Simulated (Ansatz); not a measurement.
Reaction (formal exchange of groups at the Sn–N bond): `B[NH][SnH]([NH2])[OH]` + `F[SiH3]` → `[NH2][SnH]([OH])[SiH2]F` + `BN`

Calculated with Ansatz (gas phase, PBE0-D4/def2-TZVP geometries, no zero-point term in ΔE). CCSD(T)/CBS is the MP2 limit (def2-TZVPP, def2-QZVPP) plus CCSD(T) − MP2 in def2-TZVPP, frozen cores. This one scheme is used for every species. DFT in def2-TZVPP. B3LYP here is the variant with VWN-RPA as its local correlation; programs differ in this. def2 core potentials past Kr. For Sn outer-core shells are correlated without core-valence functions, which leaves a few kJ/mol of doubt a bond. Each species was taken in one conformer, which may not be the lowest.

`B[NH][SnH]([NH2])[OH]`:

```xyz
12

B    -0.163   -0.914    1.861
N    -0.751   -0.843    0.604
Sn    0.133   -0.062   -1.072
N    -0.312    1.861   -1.440
O     2.034   -0.076   -0.646
H     0.955   -0.493    2.015
H    -0.758   -1.387    2.788
H    -1.688   -1.206    0.504
H    -0.255   -1.005   -2.433
H    -0.125    2.484   -0.665
H    -1.253    2.029   -1.769
H     2.184   -0.387    0.251
```

`F[SiH3]`:

Z-matrix (Å, degrees):
```
Si
F 1 1.600
H 1 1.482 2 108.3
H 1 1.482 2 108.3 3 -120.0
H 1 1.482 2 108.3 3 120.0
```

`[NH2][SnH]([OH])[SiH2]F`:

Z-matrix (Å, degrees):
```
Sn
O 1 1.971
Si 1 2.578 2 103.3
N 1 2.024 2 104.0 3 120.3
H 1 1.713 2 109.0 3 -126.6
H 2 0.961 1 110.9 3 -147.7
F 3 1.607 1 107.0 2 91.4
H 3 1.483 1 112.2 2 -27.3
H 3 1.486 1 111.8 2 -151.1
H 4 1.011 1 115.1 2 -93.3
H 4 1.011 1 114.6 2 140.0
```

`BN`:

Z-matrix (Å, degrees):
```
B
N 1 1.385
H 1 1.197 2 119.0
H 1 1.197 2 119.0 3 -180.0
H 2 1.006 1 123.2 3 -0.0
H 2 1.006 1 123.2 3 180.0
```

| level | ΔE (kJ/mol) |
| --- | --- |
| B3LYP-D4 | -19.4 |
| PBE0 | -26.9 |

Question: What does CCSD(T)/CBS give? (An estimate is asked.)

Answer: Ansatz gave: -7.2 kJ/mol. The listed levels differ from it by -12.2, -19.7 kJ/mol.

Largest T1 diagnostic among the species: 0.014.

From PBE to PBE0 (25 % exact exchange), in def2-TZVPP and without D4, ΔE moves by +4.7 kJ/mol.

CCSD(T)/CBS has its own doubt, a few kJ/mol and more with outer-core shells, so smaller differences from it don't rank the levels.
